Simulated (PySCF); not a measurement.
PySCF input for BrSi, SMILES [Si]Br (connectivity only; charge and spin as stated), charge +1, multiplicity 1, PBE0/pcSseg-2. The structure is a stationary point at B3LYP-D3(BJ)/def2-TZVP. The spin state was assumed, not searched.

```python
import numpy as np
from pyscf import gto, scf, dft
from pyscf.prop.nmr import rks as nmr

mol = gto.M(
    atom='''
    Si    0.00000000    0.00000000   -1.51600183
    Br    0.00000000    0.00000000    0.60640073
    ''',
    basis='pcSseg-2',
    charge=1,
    spin=0,
    max_memory=1600,
    verbose=3,
)
mf = dft.RKS(mol, xc='pbe0')
mf.grids.level = 3
mf.conv_tol = 1e-10
mf.max_cycle = 100
mf.kernel()
n = nmr.NMR(mf)
n.verbose = 2
n.max_cycle_cphf = 60
sigma = n.kernel()
print('atom   isotropic/ppm   span/ppm')
for i, s in enumerate(sigma):
    w = np.linalg.eigvalsh((s + s.T) / 2)
    print(f'{mol.atom_symbol(i):2s}{i + 1:3d} {w.mean():14.3f} {w[2] - w[0]:11.3f}')
```

Program output:

```
converged SCF energy = -2862.98404671997
atom   isotropic/ppm   span/ppm
Si  1         36.474    1260.555
Br  2        849.928    3414.567
```

The run converged.

Cost: very roughly 7 core-seconds.
